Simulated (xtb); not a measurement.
Be(Me)2 (C2H6Be), SMILES [CH3][Be][CH3]. All values are semi-empirical tight-binding results from xtb (GFN2-xTB unless named), good for trends rather than for accurate numbers. The structure is a stationary point at GFN2-xTB. The isomer is the one that the SMILES or the coordinates give; other isomers of the formula were not compared.

For metal compounds this method's bond lengths and energies can be far off.

Computed properties:
```yaml
point_group_as_xtb_finds_it: D3d
orbital_gap: 5.31 eV
zero_point_energy: 43.7 kcal/mol
G − E(el) at 298.15 K (modified RRHO): 27.4 kcal/mol
```

Computed IR lines (harmonic; lines under 4 % of the strongest left out, lines within 3 cm⁻¹ merged):
ν (cm⁻¹): 590 (vs), 962 (m), 1392 (w), 2970 (m), 2973 (m), 3005 (w) (against the strongest line: vs over 80 %, s over 45 %, m over 15 %, w over 4 %, vw less)
